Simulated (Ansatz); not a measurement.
Stepwise reaction of zirconium tetrachloride with ammonia, as a gas-phase model of exchange steps in deposition or etching. ΔE in kJ/mol; ΔG adds harmonic PBE0-D4 terms to CCSD(T)/CBS, at 1 bar.

Computed with Ansatz on PBE0-D4/def2-TZVP structures; ΔE is electronic, products minus reactants. CCSD(T)/CBS adds triple-zeta CCSD(T) − MP2 to the extrapolated MP2 energy (def2 sets, frozen cores). This one scheme is used for every species. DFT in def2-TZVPP. B3LYP here is the variant with VWN-RPA as its local correlation; programs differ in this. def2 core potentials past Kr. For Zr outer-core shells are correlated without core-valence functions, which leaves a few kJ/mol of doubt a bond. Each species was taken in one conformer, which may not be the lowest.

| step | reaction | PBE-D4 | B3LYP-D4 | ωB97M-V | CCSD(T)/CBS | ΔG(400 K) |
| --- | --- | --- | --- | --- | --- | --- |
| 1 | `[Cl][Zr]([Cl])([Cl])[Cl]` + NH₃ → `[NH2][Zr]([Cl])([Cl])[Cl]` + HCl | 87.0 | 86.4 | 85.1 | 87.4 | 61.6 |
| 2 | `[NH2][Zr]([Cl])([Cl])[Cl]` + NH₃ → `[NH2][Zr]([NH2])([Cl])[Cl]` + HCl | 93.0 | 93.8 | 93.3 | 94.2 | 90.4 |

(1) By hand: ΔE of the 2 steps together at CCSD(T)/CBS.

Answers

(1) (87.4) + (94.2) = 181.6 kJ/mol, or 90.8 kJ/mol a step.

In ΔE each step is higher than the one before. All are uphill at CCSD(T)/CBS. ΔG lies between 61.6 and 90.4 kJ/mol a step. PBE-D4 differs from CCSD(T)/CBS by -1.2 to -0.4 kJ/mol a step. Isolated molecules leave out the surface, adducts and barriers. Largest T1 diagnostic: 0.016.
